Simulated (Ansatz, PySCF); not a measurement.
C$_{7}$H$_{8}$O, charge -1, doublet, geometry from GFN2-xTB (a state made from the parent by changing its charge; the spin is typed, not shown lowest) (in this run its highest filled SCF level lies above zero, so its values depend strongly on the basis, on diffuse functions most of all). Base run: MP2/6-31G* (PySCF).

PySCF was given this input:
```python
from pyscf import gto, scf, mp

mol = gto.M(
    atom='''
C    -2.852446    0.121046    0.403642
C    -1.356537    0.043842    0.197810
C    -0.513174    0.697143    1.073993
C     0.924274    0.643018    0.860775
C     1.404763   -0.068948   -0.223667
O     2.797803   -0.129664   -0.441730
C     0.579000   -0.726017   -1.105212
C    -0.856122   -0.665573   -0.882072
H    -3.337054   -0.812578    0.111314
H    -3.094895    0.323598    1.448350
H    -3.287510    0.923145   -0.201348
H    -0.899488    1.253054    1.922226
H     1.598578    1.154075    1.544325
H     3.193694    0.384316    0.270661
H     0.984028   -1.274920   -1.943971
H    -1.518323   -1.180439   -1.569326
''',
    basis='6-31g*',
    charge=-1,
    spin=1,
    verbose=4,
)

mf = scf.UHF(mol)
mf.kernel()

pt = mp.MP2(mf)
pt.kernel()
print('E(MP2) = %.10f' % pt.e_tot)
```

The same geometry, method and basis name were run in Ansatz (an electronic-structure program) and PySCF, at each program's defaults and at the settings that a row names. The base is PySCF at its defaults. Differences at the defaults can come from grids, fitting, cores and function types together.

| code and settings | ΔE vs base (mEh) | basis functions | E (Eh) | SCF cycles |
|---|---|---|---|---|
| PySCF, defaults (exact integrals, spherical functions, all electrons correlated) | 0.000 | 128 | -345.56782 | 21 |
| Ansatz, defaults (factorised integrals, Cartesian functions, frozen core) | 7.480 | 136 | -345.56034 | - |
| PySCF, frozen core | 20.030 | 128 | -345.54779 | 21 |
| Ansatz, high accuracy, frozen core, Cartesian functions as the basis file defines them | 7.463 | 136 | -345.56036 | - |

Open shells are given as the SCF converged; they aren't shown to be the lowest states, and a large step between rows can be another state.
